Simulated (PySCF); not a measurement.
# Computed records: GeH3NOSi, CH7BGeSi, CH5GeSi

Computed with PySCF 2.14.0. Calculation on a computer-drawn molecule: the log of a Hartree-Fock and frozen-core CCSD(T) single point meant for a local Hartree-Fock minimum, with one planted fault or none, to be diagnosed. Offsets are logged minus clean, where the clean run is the same molecule without the fault. The reference is restricted for singlets and unrestricted otherwise, and also for a bond in bohr or an excited solution. Adding or removing an electron swaps singlet and doublet. The excited solution moves the top pair (singlet) or top alpha electron (doublet) to the lowest empty orbital. Highest occupied and lowest empty are orbital energies over both spins, largest force is the largest gradient component, triples share is (T) over the correlation energy, the T1 limit is 0.02 restricted and 0.045 unrestricted, electrons count all cores, a negative frequency is imaginary (commonest isotopes), and the dipole is about the centre of nuclear charge; on germanium a core potential holds 10 electrons, which the energies leave out, and 3d is frozen in MP2 and coupled-cluster steps.

Common to all runs: meant multiplicity 1; meant basis cc-pV(D+d)Z; meant basis and core potential on germanium cc-pVDZ-PP ECP10MDF; logged SCF converged yes; logged spin squared 0; possible faults no fault, one electron removed, one electron added, multiplicity raised by two, geometry at a saddle point, SCF held on an excited solution, minimal basis STO-3G, one bond length entered in bohr, all coordinates scaled.

(1) 
```xyz
7
formula=GeH3NOSi meant_charge=0 logged_electrons=64 logged_basis_functions=89 logged_highest_occupied=-8.9318 logged_lowest_empty=1.1706 logged_largest_force=0.13951 logged_T1_diagnostic=0.020377 logged_D1_diagnostic=0.067725 logged_triples_share=0.030615 logged_CC_converged=yes logged_dipole_magnitude=5.6956 logged_SCF_stable_within_its_kind=yes logged_energy_HF=-713.28145 logged_energy_CCSD(T)=-713.84961 planted_fault=all_coordinates_scaled,by_-6.2_% HF_energy_offset_from_clean_run=24.11 CCSD(T)_energy_offset_from_clean_run=35.5
O     -0.3724     4.2272     0.3091
Ge    -0.5951     2.7377     0.4713
N      0.1791     1.5409    -0.4516
Si     1.2773     1.7461    -1.6533
H     -1.4652     2.0833     1.3960
H     -0.0758     0.6619    -0.2187
H      1.4329     0.3483    -1.9029
```

Units: logged_highest_occupied, logged_lowest_empty in eV; logged_largest_force in hartree/bohr; logged_dipole_magnitude in debye; logged_energy_HF, logged_energy_CCSD(T) in hartree; HF_energy_offset_from_clean_run, CCSD(T)_energy_offset_from_clean_run in kcal/mol.

Drawn bonds:
```
atom  other atom  order
   1           2      2
   2           3      1
   3           4      1
   2           5      1
   3           6      1
   4           7      1
```

Notes: T1 above single-reference limit.

(2) 
```xyz
11
formula=CH7BGeSi meant_charge=0 logged_electrons=64 logged_basis_functions=109 logged_highest_occupied=-4.6782 logged_lowest_empty=-4.0929 logged_largest_force=0.15113 logged_CC_converged=no logged_dipole_magnitude=3.3687 logged_SCF_stable_within_its_kind=no logged_energy_HF=-648.52145 planted_fault=SCF_held_on_an_excited_solution HF_energy_offset_from_clean_run=220
Si    -3.0556     1.5369     1.4220
C     -1.9175     1.7341     2.6826
B     -0.4320     1.3839     2.6030
Ge     0.6379     0.5824     0.9881
H     -4.4774     1.8956     1.5645
H     -2.7418     1.0005     0.0929
H     -2.3036     2.1458     3.6132
H      0.2578     1.5762     3.5727
H      1.2907    -0.7510     1.3971
H     -0.1607     0.3015    -0.2991
H      1.7852     1.5302     0.5926
```

Units: logged_highest_occupied, logged_lowest_empty in eV; logged_largest_force in hartree/bohr; logged_dipole_magnitude in debye; logged_energy_HF in hartree; HF_energy_offset_from_clean_run in kcal/mol.

Drawn bonds:
```
atom  other atom  order
   1           2      2
   2           3      1
   3           4      1
   1           5      1
   1           6      1
   2           7      1
   3           8      1
   4           9      1
   4          10      1
   4          11      1
```

Notes: CCSD not converged.

(3) 
```xyz
8
formula=CH5GeSi meant_charge=1 logged_electrons=56 logged_basis_functions=85 logged_highest_occupied=-15.272 logged_lowest_empty=-4.7095 logged_largest_force=0.0316 logged_T1_diagnostic=0.012378 logged_D1_diagnostic=0.036501 logged_triples_share=0.031525 logged_CC_converged=yes logged_dipole_magnitude=1.897 logged_SCF_stable_within_its_kind=yes logged_energy_HF=-622.77409 logged_energy_CCSD(T)=-623.12832 planted_fault=all_coordinates_scaled,by_-4.1_% HF_energy_offset_from_clean_run=9.204 CCSD(T)_energy_offset_from_clean_run=13.07
Si    -0.0509    -1.7878     0.0853
C     -0.5733    -0.5653     1.0851
Ge    -0.5708    -0.6760     2.8259
H      0.4269    -2.9921     0.6263
H     -0.0638    -1.6731    -1.3119
H     -0.9250     0.3223     0.6688
H     -1.0345     0.4112     3.6629
H     -0.0976    -1.8768     3.4893
```

Units: logged_highest_occupied, logged_lowest_empty in eV; logged_largest_force in hartree/bohr; logged_dipole_magnitude in debye; logged_energy_HF, logged_energy_CCSD(T) in hartree; HF_energy_offset_from_clean_run, CCSD(T)_energy_offset_from_clean_run in kcal/mol.

Drawn bonds:
```
atom  other atom  order
   1           2      2
   2           3      1
   1           4      1
   1           5      1
   2           6      1
   3           7      1
   3           8      1
```
